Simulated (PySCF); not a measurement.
B(F)(Me)(SeH) (CH4BFSe), SMILES CB(F)[SeH].

Geometry: PBE-D3(BJ)/def2-SVP. The structure was generated by enumeration, and PubChem lists no compound with its InChIKey, so it may never have been made. The values are those of a single conformer.

Computed with PBE/def2-TZVP (PySCF).

- total energy = -2566.36359 hartree
- point group = Cs
- highest occupied level = -6.38 eV
- lowest empty level = -1.37 eV
- orbital gap = 5.01 eV
- dipole moment = 1.72 D
- quadrupole, principal values (traceless, Buckingham form, about the centre of nuclear charge) = -1.11, -0.94, 2.04 D·Å
- mean static polarisability = 55.1 bohr³ (8.17 Å³)
- polarisability, principal values = 43.8, 51.0, 70.5 bohr³
